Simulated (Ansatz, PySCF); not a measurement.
C2H8FNOSi, SMILES CC[Si@](N)(O)F.

Coordinates come from a B3LYP-D3(BJ)/def2-SVP optimisation. The structure was generated by enumeration; whether it is a known compound was not checked. Other conformers were not sampled.

Vertical ionisation energy (IE) and electron affinity (EA) in eV. Rows of orbital energies are one-electron estimates. Where ΔSCF, EOM or ADC give a negative EA the extra electron is unbound and the value depends on the basis.

| level | IE | EA |
|---|---|---|
| −ε(HOMO), −ε(LUMO), CAM-B3LYP/def2-TZVP (PySCF) | 9.29 | -1.45 |
| −ε(HOMO), −ε(LUMO), PBE/def2-TZVP (PySCF) | 6.29 | 0.16 |
| ΔSCF, PBE0/def2-SVPD (Ansatz), final states of multiplicity 2 and 2 | 10.10 | -1.33 |
| ΔSCF, PBE/def2-SVPD (Ansatz), final states of multiplicity 2 and 2 | 9.63 | -1.10 |

**Question.** What vertical singlet–triplet gap does ΔSCF give with PBE0/def2-SVPD (Ansatz, a program for electronic structure) and with PBE/def2-SVPD (Ansatz)? (Estimate from the structure and the level; the computed values follow.)

**Answer.** 6.55 and 6.25 eV (triplet above singlet where positive).
